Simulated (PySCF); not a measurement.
Structure revision by computed shifts

A compound C5H13NOSi2 gives the data below (simulated from a calculation) and was assigned the structure `C=C/C(C)=N/[C@H]([SiH3])O[SiH3]`.

¹³C{¹H} NMR (computed): δ 177.3 (C), 171.6 (CH), 136.7 (CH), -2.4 (CH3, 2C).

¹H NMR (300 MHz, computed): δ 7.73 (m, 1H), 6.63 (d, 1H), 4.78 (br s, 1H), 4.63 (m, 1H), 4.61 (s, 3H), 0.40 (d, 6H).

Calculated, not measured (PySCF): structure optimised with GFN2-xTB, GIAO PBE0/pcSseg-1 shieldings. No solvent, one computed conformer, equivalent nuclei averaged, no relativistic terms.

Chemical shifts δ = σref − σ; ¹H (31.72 ppm), ¹³C (186.93 ppm) against TMS, all at this level.

(1) Compare with the shifts computed for the proposed structure, pairing carbons in order of shift.

(2) Which isomer fits?

## Answers

(1) Numbering as in the mapped SMILES `[CH2:1]=[CH:2]/[C:3]([CH3:4])=[N:5]/[C@H:6]([SiH3:7])[O:8][SiH3:9]` (H(Xn): hydrogen on atom n).

```tsv
atom	computed for proposal	given list	difference
C3	164.4	177.3	-12.9
C2	153.1	171.6	-18.5
C1	124.2	136.7	-12.5
C6	84.8	-2.4	+87.2
C4	17.2	-2.4	+19.6
```

The rms difference is 41.6 ppm and the largest +87.2 ppm at C6 (sp3 CH bonded to N and O and Si). The proposal also would give 5 carbon signals, not 4. The carbon types in order of shift don't match either: C, CH, CH2, CH, CH3 for the proposal against C, CH, CH, CH3, CH3 in the data. The proposal doesn't fit.

(2) `N(C(/C=C\[SiH](C)C)=O)[SiH3]`.

1. Carbon types of the structure: 1 × C, 2 × CH, 2 × CH3, leaving 5 H on heteroatoms.
2. δC 177.3: amide carbonyl carbon; lone-pair donation from the attached heteroatom keeps it upfield of a ketone carbonyl.
3. δC 171.6: β carbon of a C=C–C=O unit; conjugation with the carbonyl draws π density from the β position.
4. δC 136.7: α carbon of a C=C–C=O unit; as expected for a trigonal carbon in a double bond.
5. δH 7.73: hydrogen on a β carbon of a C=C–C=O unit; a vinylic proton, deshielded by the sp2 carbon and the C=C anisotropy.

The data come from this structure; uniqueness wasn't tested.

Exchangeable OH/NH protons stand at their gas-phase positions; hydrogen bonding in a real sample shifts them, mostly to higher δ. Shifts are as computed. Against solution values, carbons near 30 ppm lie about +3 ppm off and those near 130 ppm about +5 ppm. Of 1211 compounds with measured shifts, 218 miss one by over three times the rms of a fit or turn the order of signals round; such compounds aren't used in these exercises. The C=O carbon of an acid or of an amide with N–H lies up to 10 ppm further downfield in solution, through hydrogen bonding that the calculation lacks. No couplings were computed; multiplicities are counted from neighbouring protons, with m where these are inequivalent, close in shift, in a saturated or five-membered ring or joined by F or P, and br s for small geminal =CH2 splittings.
